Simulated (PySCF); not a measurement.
**Ga²⁺ (gallium, charge +2) across methods**

[Ar] 3d10 4s1, 2S determinant. Computed with PySCF 2.14 in aug-cc-pV5Z-PP with ECP10MDF (8s7p6d4f3g2h, 136 functions), with scalar relativity through the core potential.

```tsv
method	E (hartree)	mean ε 3d α (eV)	mean ε 3d β (eV)	mean ε 4s α (eV)	Σ⟨r²⟩ (bohr²)	⟨S²⟩
M06-L	-258.5340	-39.785	-39.582	-26.328	17.06	0.751
PBE0	-258.4497	-43.016	-42.804	-27.533	17.20	0.750
PBE	-258.4861	-39.694	-39.448	-26.605	17.26	0.751
PW91	-258.5848	-39.811	-39.561	-26.734	17.24	0.751
BP86	-258.6061	-39.825	-39.589	-26.792	17.20	0.751
LDA	-258.0391	-39.970	-39.733	-26.987	17.24	0.750
UHF	-257.41104	-51.927	-51.802	-29.739	17.24	0.750
```

Problem. Estimate the same row for r2SCAN.

Solution. E (hartree) = -258.3687; mean ε 3d α (eV) = -39.982; mean ε 3d β (eV) = -39.731; mean ε 4s α (eV) = -27.064; Σ⟨r²⟩ (bohr²) = 17.17; ⟨S²⟩ = 0.751.

Energies and moments cover only the electrons outside the core potential.
